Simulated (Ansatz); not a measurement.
The lowest singlet and triplet of CS (SMILES [C]=S); geometries from B3LYP-D3(BJ)/def2-TZVP, each state relaxed from the structure named, with no frequency check.
Singlet (charge 0, multiplicity 1):
```xyz
2

C      0.0000     0.0000    -1.1142
S      0.0000     0.0000     0.4178
```

A positive gap puts the triplet lower; no zero-point energy. R- takes a restricted singlet. U- takes an unrestricted singlet (broken symmetry where lower, unprojected). The triplet is unrestricted in single-reference levels. Active spaces average the two states.

Correlated levels freeze the cores.

The values were computed with Ansatz (Gaussian basis) for Hartree–Fock, density functionals and correlated methods. Each number belongs to the level named beside it.

```csv
level,"gap E(singlet) − E(triplet), vertical, at the singlet's geometry (kJ/mol)"
R-HF/cc-pV(Q+d)Z,-215.2
R-B3LYP/def2-TZVPP,-320.9
U-B3LYP/def2-TZVPP,-320.9
U-wB97M-V/def2-TZVPP,-343.6
R-MP2/cc-pV(T+d)Z,___
R-CCSD/cc-pV(T+d)Z,-322.6
R-CCSD(T)/cc-pV(T+d)Z,-336.0
R-CCSD(T)/cc-pV(Q+d)Z,-336.4
"FIC-MRCISD+Q on SA-CASSCF(10,8)/cc-pV(Q+d)Z",-337.5
```

Fill in the missing entries.


- R-MP2/cc-pV(T+d)Z, gap E(singlet) − E(triplet), vertical, at the singlet's geometry (kJ/mol): -384.0

Doubts at one or more of the structures used: a spin-contaminated determinant (R-HF/cc-pV(Q+d)Z, R-MP2/cc-pV(T+d)Z, R-CCSD/cc-pV(T+d)Z, R-CCSD(T)/cc-pV(T+d)Z, R-CCSD(T)/cc-pV(Q+d)Z); T1 above 0.05 (R-CCSD/cc-pV(T+d)Z, R-CCSD(T)/cc-pV(T+d)Z, R-CCSD(T)/cc-pV(Q+d)Z).

Ansatz is a quantum-chemistry and plane-wave program.
